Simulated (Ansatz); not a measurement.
Ag₂Te, relaxed as a triplet with UKS r2SCAN-D4/def2-TZVP in Ansatz, starting from the r2SCAN-D4/def2-TZVP geometry of the neutral singlet. Force threshold 0.02 eV/Å.

In the def2 sets Ag, Te take a core potential; there is no spin–orbit coupling. At r2SCAN-D4/def2-TZVP a singlet of charge 0 lies 1.10 eV below the triplet, each at its own geometry. The structure comes from a short search, and lower isomers may exist.

Start:

```xyz
3

Ag   -1.409   -0.766   -0.053
Ag    0.278    1.503    0.488
Te    1.131   -0.737   -0.435
```

(1) Estimate the energy that the relaxation releases and the steps that it takes.

(2) Does the start keep its bonding and symmetry?

(3) Predict the relaxed structure.

Answers

(1) 17.4 kJ/mol, in 5 steps; 16 s on 4 threads of Arm Neoverse V2 on a shared host. No frequencies were taken in this run, so the end may be a saddle point.

(2) By distances, no bond broke or formed. The bond that changes most is Ag1–Te3, from 2.57 to 2.74 Å (atoms count from 1). Point group C2v at the start, C2v at the end, both within 0.05 Å.

(3) 
Cartesian coordinates in Å:
```
Ag -1.417 -0.634 -0.006
Ag 0.143 1.465 0.496
Te 1.274 -0.830 -0.490
```
Bond lengths (bridged metal pairs left out): 2 × Ag–Te 2.74 Å.
